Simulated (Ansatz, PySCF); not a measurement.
Species: sum formula H5BN2O (charge 0, singlet). 
Coordinates optimised at B3LYP-D3(BJ)/def2-TZVP (Ansatz, a first-principles code):
SMILES: NB(N)O
```xyz
9

N      1.2674    -0.5594     0.3003
B      0.0087     0.0178    -0.0050
N     -1.2056    -0.7175     0.1240
O      0.0251     1.3366    -0.4359
H      2.1166    -0.0324     0.2058
H      1.3968    -1.5005     0.6208
H     -2.1110    -0.3378    -0.0839
H     -1.2384    -1.6718     0.4339
H     -0.8407     1.6984    -0.6344
```

PBE beside other levels, property by property. Valence correlation only, unless marked. UHF or UKS for open shells. No spin-orbit coupling. Non-relativistic. Basis-set limits of correlation are two-point, X^-3; Hartree-Fock from the larger set. Rows marked 298 K are enthalpies with B3LYP-D3(BJ) harmonic zero-point and thermal terms from PySCF. Atomisation energies are electronic, to ground-state atoms; the column to compare with has the core term from cc-pwCVTZ added, other frozen-core levels have none. Anions need diffuse functions, of which def2-TZVPD holds fewer than the aug- sets. The coupled-cluster column (Ansatz) is a level with limits of its own: (a) CCSD(T)/CBS(aug-cc-pVTZ,aug-cc-pVQZ); (b) CCSD(T)/CBS(cc-pVTZ,cc-pVQZ).

```json
[
 {"property": "deprotonation enthalpy (H-N bond), 298 K, to [NH-]B(N)O + H+ (kcal/mol)", "r2SCAN-D4/def2-TZVPD (Ansatz + dftd4)": "383.7", "HSE06/def2-TZVPD (Ansatz)": "385.2", "CCSD(T)/cc-pVDZ (Ansatz)": "399.1", "coupled cluster": "383.0 (a)"},
 {"property": "proton affinity at N, enthalpy at 298 K, to NB([NH3+])O (kcal/mol)", "r2SCAN-D4/def2-TZVPD (Ansatz + dftd4)": "212.3", "HSE06/def2-TZVPD (Ansatz)": "212.6", "CCSD(T)/cc-pVDZ (Ansatz)": "222.6", "coupled cluster": "212.1 (b)"},
 {"property": "H-N bond dissociation enthalpy, 298 K, to [NH]B(N)O + H atom (kcal/mol)", "r2SCAN-D4/def2-TZVPD (Ansatz + dftd4)": "106.8", "HSE06/def2-TZVPD (Ansatz)": "108.4", "CCSD(T)/cc-pVDZ (Ansatz)": "103.6", "coupled cluster": "113.3 (a)"},
 {"property": "deprotonation enthalpy (H-O bond), 298 K, to NB(N)[O-] + H+ (kcal/mol)", "r2SCAN-D4/def2-TZVPD (Ansatz + dftd4)": "370.8", "HSE06/def2-TZVPD (Ansatz)": "372.5", "CCSD(T)/cc-pVDZ (Ansatz)": "384.7", "coupled cluster": "370.7 (a)"},
 {"property": "atomisation energy (kcal/mol)", "r2SCAN-D4/def2-TZVPD (Ansatz + dftd4)": "844.7", "HSE06/def2-TZVPD (Ansatz)": "845.1", "CCSD(T)/cc-pVDZ (Ansatz)": "763.1", "coupled cluster": "850.0 (a)"}
]
```

Task: What does PBE/def2-TZVPD (Ansatz) give for each property, and on which side of coupled cluster does it fall?

Result: 
- deprotonation enthalpy (H-N bond), 298 K, to [NH-]B(N)O + H+: PBE lies 3.1 kcal/mol below coupled cluster; PBE gives 379.9 kcal/mol.
- proton affinity at N, enthalpy at 298 K, to NB([NH3+])O: PBE lies 0.7 kcal/mol below coupled cluster; PBE gives 211.4 kcal/mol.
- H-N bond dissociation enthalpy, 298 K, to [NH]B(N)O + H atom: PBE lies 5.4 kcal/mol below coupled cluster; PBE gives 107.9 kcal/mol.
- deprotonation enthalpy (H-O bond), 298 K, to NB(N)[O-] + H+: PBE lies 3.9 kcal/mol below coupled cluster; PBE gives 366.8 kcal/mol.
- atomisation energy: PBE lies 14.9 kcal/mol above coupled cluster; PBE gives 864.9 kcal/mol.
